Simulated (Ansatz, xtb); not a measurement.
# Relative energy of two isomers of CH9FGe2N2

Structure I is `C[NH][GeH2][NH][GeH2][F]`, a singlet and structure II is `C[NH][Ge@H]([NH2])[GeH2][F]`, a singlet. Both are isolated molecules in the gas phase, relaxed with B3LYP/def2-SVP, each in the lowest conformer that the search found.

Estimate E(II) − E(I) at the level CCSD(T)/def2-SVP + ΔMP2/def2-TZVPP.

Calculated at CCSD(T)/def2-SVP + ΔMP2/def2-TZVPP: E(II) − E(I) = +3.5 kcal/mol, so structure I lies lower.

How the difference moves with the method:

| level | geometry | E(II) − E(I) (kcal/mol) | departure from the last row (kcal/mol) | job, with rough time for the two |
| --- | --- | --- | --- | --- |
| B3LYP/def2-SVP | B3LYP/def2-SVP | +2.2 | −1.3 | optimisation, 83 s |
| HF/def2-SVP | B3LYP/def2-SVP | +7.7 | +4.2 | part of the CCSD(T) run |
| MP2/def2-SVP | B3LYP/def2-SVP | +7.1 | +3.6 | part of the CCSD(T) run |
| CCSD(T)/def2-SVP | B3LYP/def2-SVP | +6.1 | +2.6 | single point |
| CCSD(T)/def2-SVP + ΔMP2/def2-TZVPP | B3LYP/def2-SVP | +3.5 |  | single point, 2.5 min |

As drawn, II has 1 Ge–Ge, 1 N–H in place of 1 Ge–N, 1 Ge–H.

The levels shown agree on the order. The largest departure from CCSD(T)/def2-SVP + ΔMP2/def2-TZVPP is that of HF/def2-SVP, 4.2 kcal/mol. Levels run at GFN2-xTB geometries aren't shown. The last row adds to CCSD(T) the change of the MP2 difference between the two basis sets, here −2.6 kcal/mol.

With thermal terms from frequencies at re-optimised GFN2-xTB minima (ideal gas, soft modes damped towards free rotors, one conformer each, 298.15 K, 1 atm): the zero-point term adds +1.0 kcal/mol; ΔH is +5.0 and ΔG +3.7 kcal/mol.

The correlated steps freeze 22 core orbitals; the filled d shell of Ge is correlated, in a basis made for valence electrons. Mirror images aren't counted in ΔG. Codes used: Ansatz 0.2.0, xtb 6.7.1; the last row on 4 threads of Arm Neoverse V2 on a shared host.
